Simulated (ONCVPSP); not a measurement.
# iridium (Ir): one change to an ONCV potential, before and after

iridium (Ir), optimised norm-conserving Vanderbilt (ONCV), made with ONCVPSP 4.0.1 (BLYP, scalar-relativistic). Core [Xe] 4f14, reference 5d7 6s1 6p1. Waves: 6s: rc 2.35 bohr, ncon 3, nbas 8, qcut 2.1 1/bohr, 2 projectors, debl 2.4 Ha; 6p: rc 3.65 bohr, ncon 3, nbas 8, qcut 2.7 1/bohr, 1 projector; 5d: rc 1.75 bohr, ncon 4, nbas 9, qcut 7.6 1/bohr, 1 projector. Local part: polynomial inside 1.50 bohr (lpopt 5, dvloc0 0 Ha). Core correction: polynomial model core, fcfact 0.55.

Change: s: qcut 1.6.

Cutoffs: the cutoffs (Ha) at which the residual kinetic energy of the hardest occupied pseudo-wave falls to 1 and 0.1 mHa per electron; they do not see the model core or the augmentation charge, which bear on the density cutoff. Errors are all-electron minus pseudo energies relative to the spin-unpolarised reference configuration.

What does the change do?

The potential gets harder (21 Ha and 43 Ha → 31 Ha and 49 Ha); both files keep a bound ghost (p, s); of the 4 tests that both files solve, the error grows in 0 and shrinks in 2 by more than 15 % and 0.3 meV (median size 13.7 → 4.4 meV).

| quantity | base | changed |
| --- | --- | --- |
| cutoff, loose | 21 Ha | 31 Ha |
| cutoff, tight | 43 Ha | 49 Ha |
| loose cutoff by channel | s 21 Ha, p 1.0 Ha, d 19 Ha | s 31 Ha, p 1.0 Ha, d 19 Ha |
| bound ghosts | s, p | s, p |
| GHOST(+) flags under 300 eV | none | none |
| error for 5d7 6s2 6p0, meV [ΔE -5.28 eV] | +1.1 | -0.1 |
| error for 5d7 6s1 6p0, meV [ΔE 4.57 eV] | -7.6 | -7.8 |
| error for 5d7 6s0 6p0, meV [ΔE 22.11 eV] | -35 | -31 |
| error for 5d6 6s2 6p0, meV [ΔE 6.75 eV] | -20 | -1.1 |
| s: phases at 2.38 bohr within 0.05 rad from the reference energy up to (Ha; the scan ends near 5) | 3.2 | 3.2 |
| p: phases at 3.71 bohr within 0.05 rad from the reference energy up to (Ha; the scan ends near 5) | 0.7 | 0.7 |
| d: phases at 1.78 bohr within 0.05 rad from the reference energy up to (Ha; the scan ends near 5) | 2.9 | 2.9 |
| rms error of d²Exc/dni dnj with the model core, mHa | 0.47 | 0.47 |

 A true bound ghost makes a file unfit for plane-wave use even where its test errors are small: the radial tests pick states by their node count and pass the ghost by.
